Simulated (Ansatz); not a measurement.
Ligand exchange: GeH(CH3)2Br + C2H5Br → GeH2(CH3)2 + C2H4Br2

Species: GeH(CH3)2Br, singlet; C2H5Br (bromoethane) `CCBr`, singlet; GeH2(CH3)2, singlet; C2H4Br2 (1,1-dibromoethane) `CC(Br)Br`, singlet. The partners trade Br for H: Ge–Br and C–H bonds give way to Ge–H and C–Br.

Shapes, held fixed at every level: PBE0-D4/def2-TZVP. Programs: Ansatz 0.2.0. Electronic energies: no zero-point or thermal term.

| level | kind | ΔE (kJ/mol) | less CCSD(T)/def2-TZVPP |
| --- | --- | --- | --- |
| HF/def2-TZVPP | Hartree–Fock | +186.5 | +27.8 |
| PBE-D4/def2-TZVPP | GGA | +153.9 | -4.8 |
| B3LYP-D4/def2-TZVPP | global hybrid | +161.7 | +3.0 |
| wB97M-V/def2-TZVPP | range-separated hybrid | +163.1 | +4.4 |
| wB97X-V/def2-TZVPP | range-separated hybrid | +162.7 | +4.0 |
| MP2/def2-TZVPP | perturbation theory | +159.0 | +0.3 |
| CCSD/def2-TZVPP | coupled cluster or CI | +162.9 | +4.2 |
| CCSD(T)/def2-TZVPP | coupled cluster or CI | +158.7 | 0.0 |

The highest level, CCSD(T)/def2-TZVPP, gives ΔE = +158.7 kJ/mol; the levels span +153.9 to +186.5. The column of differences is taken from that level and isn't an error. No measured value is set beside it here. Relativity is left out for Br, Ge unless named. Correlated rows may include outer-core shells of Br, Ge, which these sets cover unevenly.
